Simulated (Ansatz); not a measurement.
Geometry optimisation, Ansatz, RHF/def2-SVP.

Input file:

```yaml
crystal:
  periodic: [false, false, false]
  atoms:
    - { symbol: Zn, position_ang: [-0.297746, -0.112114, 0.016693] }
    - { symbol: O, position_ang: [-0.273327, 0.006055, 1.804301] }
    - { symbol: H, position_ang: [-1.047821, -0.055096, 2.341078] }
    - { symbol: O, position_ang: [-0.423032, -0.166096, -1.754549] }
    - { symbol: H, position_ang: [0.233015, -0.590403, -2.282344] }
    - { symbol: Cl, position_ang: [2.843426, -0.777306, 1.24482] }
    - { symbol: H, position_ang: [1.855485, -0.48764, 2.079801] }
basis:
  gaussian: { orbitals: def2-SVP }
hamiltonian:
  xc: hf
relax:
  f_tol: 0.03
  max_steps: 50
```

Command:

```bash
$ ansatz run input.yaml --threads 1 --pin off --max-ram 2048MiB --backend cpu --events-out ev --progress --plain --runs-dir out
```

Task: Where does it end, and by what steps?

Result: The forces met the threshold. After 8 steps the energy has fallen by 0.109 eV; H7 moved furthest, 0.30 Å.

```tsv
step	energy less start (eV)	largest force component (eV/Å)	accepted
0	0.0000	1.078	yes
1	-0.0876	0.402	yes
2	-0.0824	0.401	no
3	-0.1009	0.108	yes
4	-0.1017	0.106	yes
5	-0.0903	1.047	no
6	-0.1067	0.069	yes
7	-0.1078	0.077	yes
8	-0.1089	0.016	yes
```

```xyz
7
Properties=species:S:1:pos:R:3
Zn -0.139 -0.222 0.066
O -0.164 -0.116 1.874
H -0.918 0.073 2.408
O -0.385 -0.274 -1.696
H 0.327 -0.470 -2.283
Cl 2.579 -0.710 1.134
H 1.590 -0.464 1.947
```

Whether the end is a true minimum wasn't checked by a vibrational analysis.

The run took 21 s on 1 thread of Arm Neoverse V2 (shared host), peak memory 0.17 GiB.
